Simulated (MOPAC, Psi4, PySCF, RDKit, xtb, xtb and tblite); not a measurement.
Two geometries of SMILES CC(=O)CCC(C)=O, relaxed at GFN2-xTB with one dihedral held; other torsions can differ between them too.

Structure A

```
18

C      3.0553     0.3376     0.0053
C      1.7418    -0.3855    -0.1111
O      1.6506    -1.5862    -0.1486
C      0.5267     0.5238    -0.1686
C     -0.7180    -0.2286     0.2939
C     -0.5378    -0.7119     1.7227
C     -1.3645    -1.9154     2.0820
O      0.2135    -0.1726     2.4948
H      3.1537     0.6819     1.0340
H      3.0818     1.2050    -0.6491
H      3.8806    -0.3326    -0.2194
H      0.7003     1.3933     0.4660
H      0.4077     0.8671    -1.1989
H     -0.9051    -1.0851    -0.3543
H     -1.5936     0.4243     0.2649
H     -0.8969    -2.7864     1.6247
H     -1.3869    -2.0550     3.1594
H     -2.3742    -1.8246     1.6901
```

Structure B

```
18

C      2.2578    -0.5342    -0.1879
C      1.4624    -0.0219     0.9771
O      1.6677    -0.3543     2.1174
C      0.3325     0.9340     0.6253
C     -0.8391     0.1886    -0.0484
C     -0.9330    -1.2476     0.4441
C     -1.4322    -1.4143     1.8495
O     -0.5963    -2.1710    -0.2538
H      2.5145     0.2701    -0.8720
H      1.6450    -1.2580    -0.7251
H      3.1574    -1.0338     0.1609
H     -0.0122     1.3930     1.5542
H      0.6962     1.7168    -0.0394
H     -0.6796     0.1570    -1.1282
H     -1.7706     0.7163     0.1536
H     -2.3066    -0.7953     2.0312
H     -1.6620    -2.4580     2.0462
H     -0.6419    -1.0986     2.5303
```

Q: Which is lower in energy at the level Psi4 1.11 with PBE0-D3(BJ)/def2-SVP // GFN2-xTB, and by how much?

A: A is lower, by 22.56 kJ/mol (dihedral C2–C4–C5–C6: 60° in A, 30° in B).

E(B) − E(A) in kJ/mol at the other levels, on the same two geometries: GFN2-xTB (xtb and tblite) 7.54; MMFF94 // GFN2-xTB (RDKit) 26.95; PBE0/def2-SVP // GFN2-xTB (Psi4) 25.40; PBE/def2-SVP // GFN2-xTB (Psi4) 23.91; PBE-D3(BJ)/def2-SVP // GFN2-xTB (Psi4) 20.85; UFF // GFN2-xTB (RDKit) 7.84; PM7, restricted, heats of formation // GFN2-xTB (MOPAC) 6.87; PM6, restricted, heats of formation // GFN2-xTB (MOPAC) 3.94; GFN1-xTB // GFN2-xTB (xtb) 7.39; restricted B3LYP/6-31G*, spherical d, density fitting // GFN2-xTB (PySCF) 23.89; restricted Hartree-Fock/6-31G*, spherical d, density fitting // GFN2-xTB (PySCF) 32.40; restricted M06-2X/6-31G*, spherical d, density fitting // GFN2-xTB (PySCF) 21.01; restricted MP2 (frozen core)/6-31G*, spherical d // GFN2-xTB (PySCF) 21.54.
